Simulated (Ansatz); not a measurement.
One change: `[CH3][Al]([OH])[SeH]` becomes `[CH3][Al]([OH])[Br]`.

Ansatz, PBE0-D4/def2-TZVP geometries, multiplicity 1. Each molecule was computed in one conformer, which needn't be the lowest.

Scalar relativity is left out up to krypton.

```json
{"property": "size of the dipole moment (ωB97M-V/def2-TZVPP) / D", "`[CH3][Al]([OH])[SeH]`": "0.71"}
{"property": "HOMO energy (PBE/def2-TZVPP) / eV", "`[CH3][Al]([OH])[SeH]`": "-6.05"}
{"property": "HOMO energy (B3LYP/def2-TZVPP) / eV", "`[CH3][Al]([OH])[SeH]`": "-6.94"}
{"property": "LUMO energy (B3LYP/def2-TZVPP) / eV", "`[CH3][Al]([OH])[SeH]`": "-0.53"}
{"property": "LUMO energy (PBE0/def2-TZVPP) / eV", "`[CH3][Al]([OH])[SeH]`": "-0.23"}
{"property": "HOMO–LUMO gap (PBE0/def2-TZVPP) / eV", "`[CH3][Al]([OH])[SeH]`": "6.96"}
```

(1) Give the same properties after the change, and the shifts. (Best estimate.)

## Answers

(1) The calculation gave: 
```tsv
property	`[CH3][Al]([OH])[Br]`	shift
size of the dipole moment (ωB97M-V/def2-TZVPP) / D	0.79	0.08
HOMO energy (PBE/def2-TZVPP) / eV	-7.03	-0.98
HOMO energy (B3LYP/def2-TZVPP) / eV	-8.07	-1.13
LUMO energy (B3LYP/def2-TZVPP) / eV	-0.66	-0.13
LUMO energy (PBE0/def2-TZVPP) / eV	-0.36	-0.13
HOMO–LUMO gap (PBE0/def2-TZVPP) / eV	7.98	1.02
```

With PBE0 the HOMO falls by 1.14 eV and the LUMO falls by 0.13 eV, so the gap widens by about 1.01 eV. PBE moves the HOMO by -0.98 eV and ωB97M-V by -1.21 eV. Dipoles are sizes alone; their direction can turn.

B3LYP here is the variant with VWN-RPA as its local correlation; programs differ in this.

Spin–orbit coupling is left out; it splits and shifts lone-pair levels of the heavy atoms by tenths of an eV.
